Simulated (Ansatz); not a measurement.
Zn2Se3. Total charge 0; triplet. Geometry PBE-D4/def2-SVPD, that of the charge -1 doublet; atoms count from 1.

Cartesian coordinates in Å:
```
Zn -0.611 -0.230 -0.081
Zn 1.796 0.681 0.240
Se 1.409 -1.540 0.694
Se 0.171 2.141 -0.482
Se -2.764 -1.051 -0.371
```

The structure comes from a short search, and lower isomers may exist.

Q: Estimate the Mulliken populations from the PBE0/def2-TZVPD orbitals of Ansatz.

A: 
| atom | charge (e) | spin (α − β) | d electrons |
| --- | --- | --- | --- |
| Zn1 | 0.35 | -0.14 | 10.07 |
| Zn2 | 0.25 | -0.13 | 10.03 |
| Se3 | -0.19 | 0.66 | – |
| Se4 | -0.22 | 0.51 | – |
| Se5 | -0.18 | 1.10 | – |
Mulliken values and Mayer orders depend strongly on the basis. With diffuse functions, as here, like atoms can get unlike values, and bond orders can come out too low or too high.

Q: Where does the spin sit?

A: Summed by element: Zn -0.27, Se 2.27, of 2 unpaired in all. Largest on single atoms: Se5 1.10, Se3 0.66, Se4 0.51.

Q: And the Mayer bond orders between bonded heavy atoms (over 0.3)?

A: Zn1–Se3 0.63 (2.53 Å); Zn1–Se4 0.64 (2.53 Å); Zn1–Se5 0.99 (2.32 Å); Zn2–Se3 1.08 (2.30 Å); Zn2–Se4 1.15 (2.30 Å). Values over 0.3 also appear between atoms too far apart for a bond (Se3–Se4 0.42 at 4.06 Å); they arise where an orbital or an unpaired electron spreads over both atoms.
